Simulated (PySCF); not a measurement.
# Excitation energy of Bi⁺ by level of theory

Bi⁺ [Xe] 4f14 5d10 6s2 6p2 (3P) → Bi⁺ [Xe] 4f14 5d10 6s1 6p2 6d1 (high-spin determinant), as a difference of total energies. All numbers are calculated (PySCF 2.14, scalar relativity through the core potential, in aug-cc-pwCVDZ-PP with ECP60MDF (6s5p4d1f, 48 functions)). Correlated levels: valence and next inner shell: nothing frozen outside the core potential. The calculations carry no spin-orbit coupling.

```csv
method,excitation energy (eV)
UHF,16.590
MP2 (valence and next inner shell),18.544
SCS-MP2 (valence and next inner shell),18.524
CCSD (valence and next inner shell),18.116
CCSD(T) (valence and next inner shell),18.087
```

Q: How much does correlation contribute at CCSD(T) (valence and next inner shell)?

A: 18.087 − (16.590) = 1.497 eV, measured against UHF.

Spin-orbit coupling is strong in these open shells (close to jj coupling). The scalar numbers leave it out and a first-order estimate fails, so it can dominate the gap to the real levels.

The upper state lies above the first ionisation limit.

The promoted electron is Rydberg-like, and one or two diffuse shells describe it only roughly, which tends to raise the upper state.

The coupled-cluster amplitudes are large for the upper state (T1 above 0.03 or a double amplitude above 0.15), so a single reference is strained.

The determinant of the upper state mixes LS terms, which raises its energy above the lowest term, most at the Hartree-Fock and MP2 levels.
